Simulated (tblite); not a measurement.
C5H12O2Si.
Numbering: `[CH3:1]/[CH:2]=[CH:3]\[SiH:4]([O:5][CH3:6])[O:7][CH3:8]` (hydrogens: H9, H10, H11 on C1; H12 on C2; H13 on C3; H14 on Si4; H15, H16, H17 on C6; H18, H19, H20 on C8)

Structure used (GFN2-xTB), in Å, numbered top down from 1:
```
atom  x, y, z in Å
C1     2.5682    1.0798   -0.4900
C2     2.2045    0.6916    0.9022
C3     1.1613   -0.0516    1.2481
Si4   -0.0945   -0.7945    0.0663
O5    -0.8171    0.2433   -0.9705
C6    -1.4112    1.4836   -0.7122
O7    -1.1127   -1.4654    1.1496
C8    -2.2889   -2.1663    0.8776
H9     1.8180    0.7416   -1.1967
H10    3.5299    0.6415   -0.7574
H11    2.6724    2.1624   -0.5637
H12    2.8808    1.0691    1.6632
H13    1.0223   -0.2682    2.2999
H14    0.3767   -1.7320   -0.9472
H15   -1.8117    1.8651   -1.6528
H16   -2.2235    1.3900    0.0131
H17   -0.6740    2.1898   -0.3218
H18   -2.8610   -2.2415    1.8037
H19   -2.0549   -3.1706    0.5159
H20   -2.8897   -1.6569    0.1204
```

All values are computed: GFN2-xTB (tblite) harmonic vibrations without scaling, gas phase. The method is semi-empirical: single wavenumbers can be off by several per cent or more. Modes of hydrogen on silicon can be 10 to 20 % off. One conformer, not necessarily the lowest.

Harmonic wavenumbers (cm⁻¹): 40.0, 48.9, 86.4, 89.1, 95.5, 108.6, 127.1, 143.7, 182.3, 226.4, 281.1, 327.6, 406.5, 516.5, 674.2, 675.7, 710.7, 731.0, 764.1, 820.8, 948.7, 981.3, 1039.5, 1069.4, 1124.0, 1131.9, 1133.4, 1136.9, 1148.9, 1153.4, 1233.7, 1341.8, 1402.1, 1414.1, 1416.0, 1476.2, 1480.6, 1481.4, 1482.0, 1488.7, 1492.7, 1694.6, 2297.6, 2941.4, 2944.8, 2954.4, 2958.0, 2980.9, 2981.3, 2992.0, 3004.4, 3009.4, 3044.6, 3077.6.

A = 2492, B = 1122, C = 874.1 MHz; mass 132.061 u (most abundant isotopes); point group C1, symmetry number 1.

What is the zero-point energy?

½Σν̃ = 35257 cm⁻¹ = 100.81 kcal/mol.

Entropy at 200 K, 1 bar (ideal gas, RRHO, classical rotation)?

Translation 38.59, rotation 28.08, vibration 29.52: S = 96.2 cal/(mol K).

And Cp and H(200 K) − H(0)?

Cp = 33.36 cal/(mol K), of which vibrations give 25.41 (their classical limit is 54 R = 107.3); H(200 K) − H(0) = 4.60 kcal/mol without the zero-point energy, 3.01 from vibrations.

What must be added to the electronic energy to get the Gibbs energy at 200 K and 1 bar?

ZPE + [H(200 K) − H(0)] − T·S = 100.81 + 4.60 − 19.24 = 86.17 kcal/mol.

Blend soft modes into free rotors: weight 1/[1 + (100 cm⁻¹/ν̃)⁴] for the oscillator and the rest for a rotor with moment μB/(μ + B), μ = h/(8π²ν), B = 10⁻⁴⁴ kg m². What vibrational entropy results?

27.01 cal/(mol K) in place of 29.52, which changes −T·S at 200 K by +0.50 kcal/mol.

Hindered rotation and anharmonicity are outside this model. Other conformers, if any are populated, would add a mixing term that is left out. The structure is chiral; the term R ln 2 for an equal mix with its mirror image is left out.

Hardware: an Arm Neoverse V1 with one thread, no GPU, shared host with 32 logical CPUs at a one-minute load of 10. Cost: 0.78 s. The figure is for the frequency step alone.
